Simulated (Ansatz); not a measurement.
Start from `OB1N[SiH2]1` and change one atom or group to get `C[SiH]1NB1O`.

Ansatz, PBE0-D4/def2-TZVP geometries, multiplicity 1. Each molecule was computed in one conformer, which needn't be the lowest.

```json
{"property": "HOMO–LUMO gap (ωB97M-V/def2-TZVPP) / eV", "`OB1N[SiH2]1`": "10.49"}
{"property": "HOMO–LUMO gap (B3LYP/def2-TZVPP) / eV", "`OB1N[SiH2]1`": "6.34"}
{"property": "LUMO energy (B3LYP/def2-TZVPP) / eV", "`OB1N[SiH2]1`": "-0.52"}
{"property": "LUMO energy (PBE/def2-TZVPP) / eV", "`OB1N[SiH2]1`": "-1.11"}
{"property": "HOMO energy (ωB97M-V/def2-TZVPP) / eV", "`OB1N[SiH2]1`": "-9.16"}
{"property": "HOMO–LUMO gap (PBE0/def2-TZVPP) / eV", "`OB1N[SiH2]1`": "6.78"}
```

Give the same properties after the change, and the shifts. (An estimate is asked.)

Computed: 
```csv
property,`C[SiH]1NB1O`,shift
HOMO–LUMO gap (ωB97M-V/def2-TZVPP) / eV,10.56,0.07
HOMO–LUMO gap (B3LYP/def2-TZVPP) / eV,6.47,0.13
LUMO energy (B3LYP/def2-TZVPP) / eV,-0.11,0.41
LUMO energy (PBE/def2-TZVPP) / eV,-0.68,0.43
HOMO energy (ωB97M-V/def2-TZVPP) / eV,-8.87,0.29
HOMO–LUMO gap (PBE0/def2-TZVPP) / eV,6.92,0.14
```

With PBE0 the HOMO rises by 0.29 eV and the LUMO rises by 0.43 eV, so the gap widens by about 0.14 eV. PBE moves the HOMO by 0.30 eV and ωB97M-V by 0.29 eV.

B3LYP here is the variant with VWN-RPA as its local correlation; programs differ in this.
